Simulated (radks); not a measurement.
Results of a calculation; reference values are marked as such.
Spherical quantum dot in the effective-mass picture: electrons in a hard-walled sphere of radius 2.12, all in effective atomic units (hartree* = m*/eps^2 hartree, bohr* = eps/m* bohr), one dielectric constant everywhere. Level of theory: non-relativistic Kohn-Sham, r2SCAN, spin-polarised, spherical densities, generalised Kohn-Sham scheme (a radial shooting solver with Libxc functionals). Levels are named by radial order and angular momentum (1s, 1p, 1d, 2s, ...), and open shells are averaged over m. Results are scaled to m* = 0.365 and eps = 5, for which hartree* = 397.3 meV and bohr* = 0.7249 nm.

N = 22, configuration 1s2 1p6 1d10 1f(up 4, down 0). This is the lowest configuration that the search found. Occupied and some empty levels:

| level | occupation | eigenvalue (meV) | <r> (nm) |
|---|---|---|---|
| 1s up | 1 | 5832.2 | 0.9651 |
| 1s down | 1 | 5867.8 | 0.9563 |
| 1p up | 3 | 6114.9 | 1.028 |
| 1p down | 3 | 6158.9 | 1.023 |
| 1d up | 5 | 6569.9 | 1.075 |
| 1d down | 5 | 6621.8 | 1.072 |
| 1f up | 4 | 7173.4 | 1.112 |
| 1f down | 0 | 7231.9 | 1.110 |
| 2s up | 0 | 7290.6 | 0.6966 |
| 2s down | 0 | 7317.6 | 0.7034 |
| 1g up | 0 | 7912.1 | 1.142 |
| 1g down | 0 | 7976.2 | 1.141 |
| 2p up | 0 | 8124.1 | 0.8061 |
| 2p down | 0 | 8152.3 | 0.8096 |
| 2d up | 0 | 9090.0 | 0.8764 |
| 2d down | 0 | 9124.9 | 0.8774 |

Energy (meV): total 85235.8, kinetic 31657, external 0, Hartree 60400, exchange-correlation -6821.4.
